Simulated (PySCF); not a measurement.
Spinor energies of Zr (zirconium, neutral)

Start: [Kr] 4d2 5s2; 4d3/2 filled at m_j = +1/2, +3/2. Calculated with PySCF 2.14 in x2c-TZVPPall-2c (8s9p7d2f1g, 93 functions): generalised Hartree-Fock with the X2C-1e Hamiltonian and a Gaussian nucleus; one run each with spin-orbit coupling (SO) switched off, then screened by Boettger's factors.

```json
{"spinor shell": "1s1/2", "electrons": "2", "ε, spin-free (eV)": "-18097.9", "ε, screened SO (eV)": "-18097.0", "weight of nominal j (screened SO)": "1.000", "rms radius, screened SO (bohr)": "0.0426"}
{"spinor shell": "2s1/2", "electrons": "2", "ε, spin-free (eV)": "-2579.6", "ε, screened SO (eV)": "-2579.3", "weight of nominal j (screened SO)": "1.000", "rms radius, screened SO (bohr)": "0.176"}
{"spinor shell": "2p1/2", "electrons": "2", "ε, spin-free (eV)": "-2294.2", "ε, screened SO (eV)": "-2353.4", "weight of nominal j (screened SO)": "1.000", "rms radius, screened SO (bohr)": "0.154"}
{"spinor shell": "2p3/2", "electrons": "4", "ε, spin-free (eV)": "-2294.2", "ε, screened SO (eV)": "-2266.1", "weight of nominal j (screened SO)": "1.000", "rms radius, screened SO (bohr)": "0.158"}
{"spinor shell": "3s1/2", "electrons": "2", "ε, spin-free (eV)": "-453.98", "ε, screened SO (eV)": "-453.88", "weight of nominal j (screened SO)": "1.000", "rms radius, screened SO (bohr)": "0.488"}
{"spinor shell": "3p1/2", "electrons": "2", "ε, spin-free (eV)": "-358.26", "ε, screened SO (eV)": "-368.10", "weight of nominal j (screened SO)": "1.000", "rms radius, screened SO (bohr)": "0.489"}
{"spinor shell": "3p3/2", "electrons": "4", "ε, spin-free (eV)": "-358.26", "ε, screened SO (eV)": "-353.54", "weight of nominal j (screened SO)": "1.000", "rms radius, screened SO (bohr)": "0.499"}
{"spinor shell": "3d3/2", "electrons": "4", "ε, spin-free (eV)": "-201.08", "ε, screened SO (eV)": "-202.72", "weight of nominal j (screened SO)": "0.994", "rms radius, screened SO (bohr)": "0.493"}
{"spinor shell": "4s1/2", "electrons": "2", "ε, spin-free (eV)": "-68.133", "ε, screened SO (eV)": "-68.091", "weight of nominal j (screened SO)": "1.000", "rms radius, screened SO (bohr)": "1.30"}
{"spinor shell": "4p1/2", "electrons": "2", "ε, spin-free (eV)": "-40.639", "ε, screened SO (eV)": "-43.367", "weight of nominal j (screened SO)": "0.780", "rms radius, screened SO (bohr)": "1.47"}
{"spinor shell": "4p3/2", "electrons": "4", "ε, spin-free (eV)": "-40.639", "ε, screened SO (eV)": "-39.262", "weight of nominal j (screened SO)": "0.890", "rms radius, screened SO (bohr)": "1.48"}
{"spinor shell": "4d3/2", "electrons": "2", "ε, spin-free (eV)": "-8.653", "ε, screened SO (eV)": "-8.685", "weight of nominal j (screened SO)": "0.768", "rms radius, screened SO (bohr)": "2.37"}
{"spinor shell": "5s1/2", "electrons": "2", "ε, spin-free (eV)": "-5.850", "ε, screened SO (eV)": "-5.842", "weight of nominal j (screened SO)": "0.987", "rms radius, screened SO (bohr)": "4.26"}
```

(1) Where does 3d5/2 lie, and what is the 3d spin-orbit splitting (screened SO)?

| quantity | spin-free | screened SO |
| --- | --- | --- |
| E (hartree) | -3596.00544 | -3596.35469 |
| M_J | 2 | 2 |
| ⟨J²⟩ | 8.182 | 7.671 |
| ⟨L²⟩ | 12.120 | 12.078 |
| ⟨S²⟩ | 2.062 | 2.049 |

The determinant has a definite M_J but mixes levels of different J.

Each row is a mean over spinors that exchange with the open shell spreads, by up to 2.533 eV (4p1/2).

Rows whose weight is well below 1 are mixtures of j = l ± 1/2: exchange outweighs spin-orbit coupling there, and the label is only the starting occupation.

Breit and QED terms are absent; they matter most for the inner s and p1/2 levels.

Densities and radii are taken from the X2C orbitals without a picture-change correction, which distorts them close to the nucleus.

Without spin-orbit coupling the j labels of p, d and f shells carry no meaning; the spin-free column gives the mean over the occupied spinors of each nl shell, and its ⟨J²⟩ belongs to a mixture of degenerate components.

Results:

(1) At -199.86 eV, 2.863 eV above 3d3/2.
